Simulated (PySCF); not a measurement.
HAlBr2, SMILES [Br][AlH][Br] (B3LYP/def2-SVP optimised geometry):

```
4

Al    -0.577    -0.309     0.000
H     -1.370    -1.660     0.003
Br    -1.679     1.660     0.000
Br     1.679    -0.309     0.000
```

Method: B3LYP/def2-TZVP in PySCF.

Problem. What are the frontier orbital energies and the dipole moment?

Solution. HOMO-2 -8.60 eV, HOMO-1 -8.55 eV, HOMO -8.38 eV, LUMO -1.86 eV, LUMO+1 -1.14 eV; dipole moment 0.90 D.

On the same geometry PBE/def2-TZVP (PySCF 2.14.0) gives HOMO-2 -7.62 eV, HOMO-1 -7.53 eV, HOMO -7.39 eV, LUMO -2.42 eV, LUMO+1 -1.72 eV; dipole moment 0.80 D.

Meta-Löwdin charges at B3LYP/def2-TZVP: Al1 0.69, H2 -0.13, Br3 -0.28, Br4 -0.28.
